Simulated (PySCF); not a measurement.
**A search over the determinants of In2**

Unrestricted PBE0; basis In cc-pVDZ-PP with ECP28; scalar-relativistic core potentials; PySCF 2.14. Outer shells of the fragments: In 4d10 5s2 5p1; In 4d10 5s2 5p1.

Followed along the bond (rough minima from three points):

```
2Ms+1  unpaired  ⟨S²⟩ at the start  R at minimum (Å)  Te (eV)
    3  σ ↑, π ↑               2.01              3.06     0.00
    1  σ ↓, π ↑               1.01              3.06     0.16
    3      π ↑↑               2.00              2.81     0.21
    1      π ↑↓               1.01              2.82     0.37
    1      none               0.00              2.86     0.83
```

Solutions found at the starting distance of 2.780 Å, counted from the lowest of them; the search is not exhaustive and high or unbound solutions are not listed, so other states can lie among these:

| 2Ms+1 | unpaired | term | E (eV) | ⟨S²⟩ | ⟨Lz²⟩ |
| --- | --- | --- | --- | --- | --- |
| 3 | σ ↑, π ↑ | ³Π | 0.00 | 2.01 | 1.00 |
| 3 | π ↑↑ | ³Σ⁻ | 0.06 | 2.00 | 0.00 |
| 1 | σ ↓, π ↑ | mixed | 0.16 | 1.01 | 1.00 |
| 1 | π ↑↓ | mixed | 0.23 | 1.01 | 2.01 |
| 1 | none | mixed | 0.70 | 0.00 | 2.00 |
| 1 | none | ¹Σ⁺ | 0.81 | 0.00 | 0.00 |
| 3 | π ↑↑ | mixed | 1.79 | 2.01 | 2.01 |
| 3 | σ ↑↑, π ↑↓ | mixed | 3.34 | 3.01 | 2.01 |
| 1 | σ ↓↓, π ↑↑ | mixed | 3.66 | 2.00 | 0.00 |
| 1 | σ ↓, π ↑ | mixed | 4.49 | 1.02 | 1.00 |

A term symbol is given only where ⟨S²⟩ and ⟨Lz²⟩ are close to those of a pure state; real π, δ and φ orbitals otherwise mix terms, and g/u labels are left off.

Spin–orbit coupling is left out.
